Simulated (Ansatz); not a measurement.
Two isomers of C3H7Al: A = `C=[C](C)[AlH2]`, B = `C[CH]1[CH2][AlH]1`.

Computed with Ansatz on PBE0-D4/def2-TZVP structures; ΔE is electronic, products minus reactants. CCSD(T)/CBS is the MP2 limit (def2-TZVPP, def2-QZVPP) plus CCSD(T) − MP2 in def2-TZVPP, frozen cores. DFT in def2-TZVPP. B3LYP here is the variant with VWN-RPA as its local correlation; programs differ in this.

A:

Z-matrix (Å, degrees):
```
C
C 1 1.501
H 1 1.095 2 111.2
H 1 1.095 2 111.3 3 117.9
H 1 1.095 2 112.0 3 -121.0
Al 2 1.947 1 124.4 3 -59.2
C 2 1.338 1 120.8 3 120.9
H 6 1.588 2 117.3 1 179.8
H 6 1.590 2 121.7 1 -0.2
H 7 1.087 2 122.1 1 -180.0
H 7 1.091 2 122.2 1 0.0
```

B:

```xyz
11

C    -0.0888   -0.3752    1.4111
C    -0.4086   -0.3216   -0.0630
C    -0.0752    1.0239   -0.8254
Al    0.7336   -0.5258   -1.5861
H    -0.2229   -1.3825    1.8145
H     0.9467   -0.0839    1.6139
H    -0.7304    0.3042    1.9870
H    -1.4417   -0.6223   -0.2583
H     0.5724    1.6866   -0.2472
H    -0.9238    1.5819   -1.2171
H     1.6386   -1.2855   -2.6295
```

Q: Which isomer does CCSD(T)/CBS put lower? Give the gap. (Best estimate.)

A: Computed: A, by 86.7 kJ/mol.

Q: Give E(B) − E(A) in kJ/mol with B3LYP, B2PLYP, ωB97M-V, BLYP-D4, CCSD/def2-TZVPP, PBE0-D4, HF/def2-TZVPP. (An estimate is asked.)

A: Ansatz gave: B3LYP 93.9, B2PLYP 90.8, ωB97M-V 82.8, BLYP-D4 96.8, CCSD/def2-TZVPP 90.5, PBE0-D4 72.3, HF/def2-TZVPP 123.8. None reverses the order clearly.

Q: Does the order hold for the free energy at 298.15 K (harmonic terms from PBE0-D4)? (Best estimate.)

A: Ansatz gave: Yes: G(B) − G(A) = +97.5 kJ/mol.

Largest T1 diagnostic: 0.010.

In def2-TZVPP, CCSD(T) changes the Hartree–Fock value by −35.3 kJ/mol (the triples alone add −1.9 kJ/mol) and MP2 by −44.1 kJ/mol. At CCSD(T), def2-SVP lies +7.1 kJ/mol from the extrapolated value and def2-TZVPP +1.9 kJ/mol.
